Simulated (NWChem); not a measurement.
System: VSCl3; SMILES [S]=[V]([Cl])([Cl])[Cl]

The following NWChem deck was run.

```
start job
memory heap 200 mb stack 900 mb global 1100 mb
geometry units angstroms noautosym nocenter noautoz
  V      0.000000     0.000000     0.043451
  S      0.000000     0.000000     2.030437
  Cl     0.307482     2.005739    -0.649351
  Cl    -1.890762    -0.736582    -0.649351
  Cl     1.583279    -1.269157    -0.649351
end
basis spherical
  * library cc-pvtz
end
dft
  xc hfexch
  iterations 150
  semidirect filesize 400000000
end
property
  efieldgrad
end
task dft property
```

Parts of the log:

```
             Northwest Computational Chemistry Package (NWChem) 7.3.0
             --------------------------------------------------------

                             Geometry "geometry" -> ""
                             -------------------------

 Output coordinates in angstroms (scale by  1.889725989 to convert to a.u.)

  No.       Tag          Charge          X              Y              Z
 ---- ---------------- ---------- -------------- -------------- --------------
    1 V                   23.0000     0.00000000     0.00000000     0.04345100
    2 S                   16.0000     0.00000000     0.00000000     2.03043700
    3 Cl                  17.0000     0.30748200     2.00573900    -0.64935100
    4 Cl                  17.0000    -1.89076200    -0.73658200    -0.64935100
    5 Cl                  17.0000     1.58327900    -1.26915700    -0.64935100

 Effective nuclear repulsion energy (a.u.)     646.5006490158

  xc_inp: hfexch multiplicative factor not found.
                              NWChem Property Module
                              ----------------------

  itol2e modified to match energy
  convergence criterion.

                                 NWChem DFT Module
                                 -----------------

 Summary of "ao basis" -> "ao basis" (spherical)
 ------------------------------------------------------------------------------
       Tag                 Description            Shells   Functions and Types
 ---------------- ------------------------------  ------  ---------------------
 V                          cc-pvtz                 20       68   7s6p4d2f1g
 S                          cc-pvtz                 12       34   5s4p2d1f
 Cl                         cc-pvtz                 12       34   5s4p2d1f

  itol2e modified to match energy
  convergence criterion.

            General Information
            -------------------
          SCF calculation type: DFT
          Wavefunction type:  closed shell.
          No. of atoms     :     5
          No. of electrons :    90
           Alpha electrons :    45
            Beta electrons :    45
          Charge           :     0
          Spin multiplicity:     1
          Use of symmetry is: off; symmetry adaption is: off
          Maximum number of iterations: 150
          AO basis - number of functions:   204
                     number of shells:    68
          Convergence on energy requested:  1.00D-07
          Convergence on density requested:  1.00D-05
          Convergence on gradient requested:  5.00D-04

              XC Information
              --------------
                     Hartree-Fock (Exact) Exchange  1.000

      Superposition of Atomic Density Guess
      -------------------------------------

 Sum of atomic energies:       -2718.76645464

      Non-variational initial energy
      ------------------------------

 Total energy =   -2719.192076
 1-e energy   =   -5038.453887
 2-e energy   =    1672.761162
 HOMO         =      -0.355342
 LUMO         =      -0.023656

------------------------------------------------------------
EAF file 0: "./job.aoints.0" size=793247744 bytes
------------------------------------------------------------
               write      read    awrite     aread      wait
               -----      ----    ------     -----      ----
     calls:     1513         0         0         0         0
   data(b): 7.93e+08  0.00e+00  0.00e+00  0.00e+00
   time(s): 0.00e+00  0.00e+00  0.00e+00  0.00e+00  0.00e+00
rate(mb/s): 0.00e+00  0.00e+00
------------------------------------------------------------

[...]

          -----------------------
          Electric field gradient
          -----------------------

 1 a.u. = 0.324123 10**(16) esu/cm**3  ( or statvolts/cm**2 ) = 0.97174 10**(22) v/m**2

 ------------------------------------------------------------
   Atom      X         Y         Z
 ------------------------------------------------------------
    1 V    0.00000   0.00000   0.08211
 ------------------------------------------------------------

 Electric field gradient in molecular frame (a.u.)
         XX             YY             ZZ             XY             XZ             YZ
 ------------------------------------------------------------------------------------------
       -0.134096      -0.134142       0.268238      -0.000051       0.000004      -0.000033

 Principal components (a.u.) and orientation
 of principal axis w.r.t. absolute frame                      Asymmetry parameter eta
 --------------------------------------------------------------------------------------
        0.268238      -0.134175      -0.134063                       0.000419

        0.000010       0.545602       0.838045
       -0.000082       0.838045      -0.545602
        1.000000       0.000064      -0.000053

 ------------------------------------------------------------
   Atom      X         Y         Z
 ------------------------------------------------------------
    2 S    0.00000   0.00000   3.83697
 ------------------------------------------------------------

 Electric field gradient in molecular frame (a.u.)
         XX             YY             ZZ             XY             XZ             YZ
 ------------------------------------------------------------------------------------------
        0.308108       0.308106      -0.616214      -0.000000       0.000000      -0.000002

 Principal components (a.u.) and orientation
 of principal axis w.r.t. absolute frame                      Asymmetry parameter eta
 --------------------------------------------------------------------------------------
       -0.616214       0.308108       0.308106                       0.000003

       -0.000000       0.994750       0.102330
        0.000002      -0.102330       0.994750
        1.000000       0.000000      -0.000002

 ------------------------------------------------------------
   Atom      X         Y         Z
 ------------------------------------------------------------
    3 Cl   0.58106   3.79030  -1.22710
 ------------------------------------------------------------

 Electric field gradient in molecular frame (a.u.)
         XX             YY             ZZ             XY             XZ             YZ
 ------------------------------------------------------------------------------------------
        0.420065      -0.882111       0.462046      -0.204430       0.120482       0.785917

 Principal components (a.u.) and orientation
 of principal axis w.r.t. absolute frame                      Asymmetry parameter eta
 --------------------------------------------------------------------------------------
       -1.276977       0.825573       0.451404                       0.293011

        0.137810       0.063008       0.988452
        0.898950       0.411009      -0.151531
       -0.415810       0.909451      -0.000000

 ------------------------------------------------------------
   Atom      X         Y         Z
 ------------------------------------------------------------
    4 Cl  -3.57302  -1.39194  -1.22710
 ------------------------------------------------------------

 Electric field gradient in molecular frame (a.u.)
         XX             YY             ZZ             XY             XZ             YZ
 ------------------------------------------------------------------------------------------
       -0.733611       0.271564       0.462046      -0.461645      -0.740865      -0.288618

 Principal components (a.u.) and orientation
 of principal axis w.r.t. absolute frame                      Asymmetry parameter eta
 --------------------------------------------------------------------------------------
       -1.276979       0.825573       0.451407                       0.293008

        0.847419      -0.387447      -0.362997
        0.330128      -0.150939       0.931790
        0.415810       0.909452       0.000001

 ------------------------------------------------------------
   Atom      X         Y         Z
 ------------------------------------------------------------
    5 Cl   2.99196  -2.39836  -1.22710
 ------------------------------------------------------------

 Electric field gradient in molecular frame (a.u.)
         XX             YY             ZZ             XY             XZ             YZ
 ------------------------------------------------------------------------------------------
       -0.379527      -0.082520       0.462046       0.666073       0.620380      -0.497297

 Principal components (a.u.) and orientation
 of principal axis w.r.t. absolute frame                      Asymmetry parameter eta
 --------------------------------------------------------------------------------------
       -1.276974       0.825571       0.451404                       0.293011

        0.709609       0.324438       0.625456
       -0.568822      -0.260071       0.780259
       -0.415809       0.909452       0.000001
```

Level: Hartree-Fock/cc-pVTZ. Structure relaxed at the B3LYP/6-31G* (spherical d) level. NWChem prints the field gradient with the sign opposite to the second derivative of the potential.
